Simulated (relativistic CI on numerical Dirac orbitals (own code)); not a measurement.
# Sensitivity of the levels of Ru6+ to α and to the nuclear radius

Method of calculation: Dirac-Coulomb-Breit CI, KLI orbitals optimised for each configuration, derivatives by finite differences, unscaled Slater integrals, QED left out (own radial code, finite nucleus).

Configurations in the expansion (outside the closed core [Ar] 3d10 4s2): 4p6 4d2, 4p6 4d 5s, 4p6 4d 4f, 4p5 4d3, 4p6 4d 5p, 4p6 4f2, 4p6 4d 5d. Double excitations out of closed p, d and f shells are left out; levels of such configurations are missing from the list, as are those of other unlisted configurations, and high levels can miss mixing partners.

With x = (α/α₀)² − 1 an excitation energy changes as ω = ω₀ + qx; K = 2q/ω₀ is the relative enhancement. Terms are leading LS components, so labels can repeat. The field-shift factor is F = δν/δ⟨r²⟩ for the transition from the lowest level.

Lowest level 4p6 4d2 3F_2.

```
          Level  ω₀ (cm⁻¹)  q (cm⁻¹)        K  F (GHz/fm²)
   4p6 4d2 3F_3       2679      2886     2.15        0.032
   4p6 4d2 3F_4       5649      5640        2       0.0646
   4p6 4d2 1D_2      15375      2252    0.293       0.0991
   4p6 4d2 3P_0      16198      1364    0.168       0.0594
   4p6 4d2 3P_1      17342      2823    0.326       0.0757
   4p6 4d2 3P_2      20255      6159    0.608        0.128
   4p6 4d2 1G_4      24469      3738    0.305        0.104
   4p6 4d2 1S_0      52696      4051    0.154        0.197
 4p6 4d 5s 3D_1     192589    -16180   -0.168         11.3
 4p6 4d 5s 3D_2     193717    -15430   -0.159         11.3
 4p6 4d 5s 3D_3     196649    -12230   -0.124         11.3
 4p6 4d 5s 1D_2     202408    -12210   -0.121         10.8
4p6 4d 5p 1D°_2     264860    -12250  -0.0925         2.14
```

At this charge configurations can still be misplaced by up to about 7 % of their energy. Terms inside the open d or f shell come out 10 to 20 % too wide with unscaled integrals.
